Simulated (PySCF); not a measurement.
`C=C(C)C[C@H](C)O[SiH3]`. Theory: PySCF 2.14.0, B3LYP/def2-SV(P) geometry optimisation, gas phase.

```
atom  x, y, z in Å
C1     1.7652   -1.2870    0.2515
C2     1.3825   -0.1399   -0.3284
C3     2.0244    0.3652   -1.5987
C4     0.2786    0.7138    0.2604
C5    -1.0626    0.6370   -0.4953
C6    -2.0981    1.6069    0.0734
O7    -1.5536   -0.6934   -0.3964
Si8   -2.1762   -1.6467   -1.6106
H9     1.2945   -1.6450    1.1748
H10    2.5612   -1.9090   -0.1764
H11    2.8264   -0.3076   -1.9463
H12    1.2878    0.4612   -2.4199
H13    2.4609    1.3722   -1.4494
H14    0.5991    1.7738    0.2777
H15    0.0832    0.4112    1.3042
H16   -0.8877    0.8934   -1.5610
H17   -1.7488    2.6522   -0.0025
H18   -3.0530    1.5217   -0.4746
H19   -2.2924    1.3771    1.1363
H20   -3.5539   -1.2113   -2.0156
H21   -2.2400   -3.0359   -1.0756
H22   -1.3052   -1.5952   -2.8308
```

Problem. What is the longest distance between nuclei?

Solution. H10···H18, 6.59 Å; the next longest distance is 6.57 Å.

Problem. How far are the heavy atoms from their best plane (unweighted least squares)?

Solution. 0.637 Å rms; C1 1.01, C2 0.09, C3 1.30, C4 0.41, C5 0.20, C6 0.05, O7 0.37, Si8 0.42 Å (magnitudes).

Problem. How far apart are these pairs, which share no bond: C1···H13, C3···H18, H9···H10, H15···H16?

Solution. C1···H13 3.232 Å (3 bonds apart); C3···H18 5.327 Å (5 bonds apart); H9···H10 1.871 Å (2 bonds apart); H15···H16 3.063 Å (3 bonds apart).

Problem. Give the dihedral angles H16–C5–C6–H18, C1–C2–C3–H11, H14–C4–C5–O7, C4–C5–C6–H18, H10–C1–C2–C3, H15–C4–C5–C6.

Solution. H16–C5–C6–H18 61° (synclinal); C1–C2–C3–H11 -1° (synperiplanar); H14–C4–C5–O7 -174° (antiperiplanar); C4–C5–C6–H18 -179° (antiperiplanar); H10–C1–C2–C3 0° (synperiplanar); H15–C4–C5–C6 63° (synclinal). Dihedral signs follow IUPAC: positive where, seen along the central bond, the front bond turns clockwise onto the rear one.

Problem. Write the matrix of distances between heavy atoms (Å, lower triangle).

Solution. 
```
C1    0.000
C2    1.341  0.000
C3    2.494  1.510  0.000
C4    2.493  1.515  2.574  0.000
C5    3.501  2.571  3.290  1.541  0.000
C6    4.830  3.915  4.619  2.546  1.529  0.000
O7    3.433  2.989  3.920  2.402  1.422  2.410  0.000
Si8   4.374  4.072  4.658  3.886  2.775  3.664  1.665  0.000
```

Whether it is a minimum is left open (no frequencies). The numbers are those of one conformer.

Time: 2.2 min of wall time; peak memory 0.63 GiB. Hardware: Arm Neoverse V2, one thread (shared host). That covers the optimisation of the geometry.
